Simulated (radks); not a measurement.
The numbers below are computed, except where a source is named.
All-electron atom: Tm2+ in [Xe] 4f13. Code: a radial shooting solver on a logarithmic mesh with Libxc functionals. Model: scalar-relativistic Kohn-Sham, SCAN, spin-polarised, spherical densities, finite nucleus; open shells are filled with parallel spins first (spin-orbit coupling, left out, can overturn this in heavy ions); meta-GGA in the generalised Kohn-Sham scheme; Fermi nuclear charge, rms radius 5.2256 fm.

Unscreened Slater integrals over Kohn-Sham orbitals (cm^-1). They are taken over the spin-up orbitals.

| integral | value |
|---|---|
| F0(4f,4f) | 262200 |
| F2(4f,4f) | 121170 |
| F4(4f,4f) | 75392 |
| F6(4f,4f) | 54067 |
| F0(4f,5p) | 162810 |
| F2(4f,5p) | 54849 |
| G2(4f,5p) | 29661 |
| G4(4f,5p) | 22441 |
| F0(4f,5s) | 186070 |
| G3(4f,5s) | 35138 |
| F0(5p,5p) | 135570 |
| F2(5p,5p) | 72612 |
| F0(5p,5s) | 146420 |
| G1(5p,5s) | 96786 |
| F0(5s,5s) | 161090 |

Derived for the open shells (J is the average intra-shell exchange parameter used in DFT+U). 4f: F4/F2 = 0.622, F6/F2 = 0.446, J = (286 F2 + 195 F4 + 250 F6)/6435 = 9771 cm^-1.
